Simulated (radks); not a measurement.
Species: Lu2+. Configuration: [Xe] 4f14 6s1 (the NIST ground configuration). Calculated with a radial shooting solver on a logarithmic mesh with Libxc functionals: Dirac Kohn-Sham, PBE, spin-unpolarised, spherical densities, point nucleus.

Normalised radial functions P(r) = r R(r) (large component), r in bohr:

r,5s1/2,4f7/2,6s1/2
0.00372,0.1358,0.0000,0.0492
0.005041,0.1564,0.0000,0.0567
0.006832,0.1713,0.0000,0.0621
0.009186,0.1732,0.0000,0.0628
0.01245,0.1527,0.0001,0.0553
0.01687,0.0985,0.0004,0.0357
0.02287,0.0046,0.0012,0.0016
0.03099,-0.1198,0.0034,-0.0434
0.04167,-0.2334,0.0093,-0.0846
0.05647,-0.2715,0.0247,-0.0983
0.07653,-0.1544,0.0616,-0.0556
0.1037,0.1157,0.1409,0.0424
0.1406,0.3667,0.2903,0.1329
0.189,0.3205,0.5195,0.1144
0.2561,-0.1129,0.8150,-0.0444
0.3471,-0.5467,1.0793,-0.1978
0.4704,-0.4066,1.1879,-0.1326
0.6376,0.3132,1.0876,0.1388
0.8641,0.9692,0.8446,0.3343
1.162,1.0577,0.5734,0.2181
1.574,0.6861,0.3329,-0.1724
2.134,0.2742,0.1631,-0.5547
2.892,0.0638,0.0647,-0.6647
3.919,0.0075,0.0190,-0.4753
5.269,0.0004,0.0038,-0.2086
7.141,0.0000,0.0004,-0.0476
9.679,0.0000,0.0000,-0.0048

5s1/2: eigenvalue -78.237 eV, 4 radial nodes at r = 0.0231, 0.0922, 0.240, 0.567 bohr, <r> = 1.17 bohr, 90 % of the charge inside 1.69 bohr. 4f7/2: eigenvalue -26.163 eV, 0 radial nodes, <r> = 0.726 bohr, 90 % of the charge inside 1.25 bohr. 6s1/2: eigenvalue -17.577 eV, 5 radial nodes at r = 0.0231, 0.0921, 0.239, 0.553, 1.40 bohr, <r> = 3.06 bohr, 90 % of the charge inside 4.40 bohr.
